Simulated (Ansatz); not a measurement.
The same path of CH3ClZn + H2 (8 atoms, charge 0, multiplicity 1) was run twice with different band settings. Lost on the way: Zn1–Cl2, H7–H8. Made: Zn1–H7, Cl2–H8.

These are results of RHF/def2-SVP in Ansatz 0.2.0, not measurements.

Relaxed end points:

```xyz
8
Properties=species:S:1:pos:R:3
Zn -0.460 0.128 -0.121
Cl -0.611 0.170 2.028
C -0.336 0.093 -2.099
H -0.038 -0.896 -2.453
H -1.298 0.340 -2.555
H 0.402 0.816 -2.455
H 3.091 -0.859 1.552
H 2.416 -0.671 1.814
```

```xyz
8
Properties=species:S:1:pos:R:3
Zn 1.316 -0.367 -0.667
Cl -0.266 0.077 2.231
C -0.109 0.030 -2.009
H -0.286 -0.823 -2.670
H -1.058 0.271 -1.521
H 0.161 0.882 -2.641
H 2.529 -0.705 0.300
H 0.878 -0.243 2.689
```

Common settings: movable images 5; climbing image yes; spring 5.0 eV/Å²; optimiser quadratic models (default); start path through a guess of the saddle point; iteration limit 60; end points relaxed.

| run | force threshold |
| --- | --- |
| 1 | 0.05 eV/Å |
| 2 | 0.2 eV/Å |

Question: What does each run give, and how far can it be trusted?

Answer: Run 1: converged after 14 iterations, highest image 1.978 eV above the first end. Neighbouring images differ by up to 1.3 eV, so the band resolves the path poorly. A vibrational analysis at the climbing image gives one clearly imaginary mode, 1433i cm⁻¹: a first-order saddle point.
Run 2: converged after 10 iterations, highest image 1.985 eV above the first end. The threshold of 0.2 eV/Å is loose, so the images may lie well off the minimum-energy path. Neighbouring images differ by up to 1.4 eV, so the band resolves the path poorly. The order of the stationary point at the top wasn't checked.
The orbitals stay closed-shell, which can raise the energy where a bond breaks towards radicals; this wasn't checked here.
